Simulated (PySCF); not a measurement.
C3H6O3Si.
Bonds: C1–C2, C2–O3 (double), C2–O4, O4–Si5, Si5–C6, C6–O7 (double). Hydrogens: H8, H9, H10 on C1; H11, H12 on Si5; H13 on C6.

Torsions of this conformer, `[CH3:1][C:2](=[O:3])[O:4][SiH2:5][CH:6]=[O:7]`: C1–C2–O4–Si5 180°, C2–O4–Si5–C6 180°, O4–Si5–C6–O7 179°.

The closed-shell ground state was solved at several levels (PySCF, density fitting, gas phase, non-relativistic). One conformer (not necessarily the lowest) at the PBE0-D3(BJ)/def2-SVP geometry, without solvent, vibrations or thermal averaging.

| level | basis functions | total energy (Eh) | HOMO (eV) | LUMO (eV) | gap (eV) | dipole (D) |
| --- | --- | --- | --- | --- | --- | --- |
| PBE0/pcSseg-1 | 156 | -632.5775 | -7.25 | -1.75 | 5.50 | 3.24 |
| CAM-B3LYP/def2-SVPD | 201 | -632.6694 | -8.79 | -0.72 | 8.07 | 3.43 |

**Question.** What might KT3/pcSseg-2 (343 basis functions) give for the same quantities?

**Answer.** Total energy -640.4383 Eh, HOMO -6.01 eV, LUMO -2.95 eV, gap 3.06 eV, dipole 3.14 D.

**Question.** Over all these levels, which gives the widest orbital gap and which the narrowest?

**Answer.** CAM-B3LYP/def2-SVPD (range-separated hybrid) has the widest, 8.07 eV, and KT3/pcSseg-2 (GGA) the narrowest, 3.06 eV. Functional and basis both differ between the two, so the spread mixes both effects.

**Question.** How far do the dipole and the HOMO energy spread over the levels?

**Answer.** The dipole runs from 3.14 to 3.43 D (mean 3.27 D) and the HOMO from -8.79 to -6.01 eV.
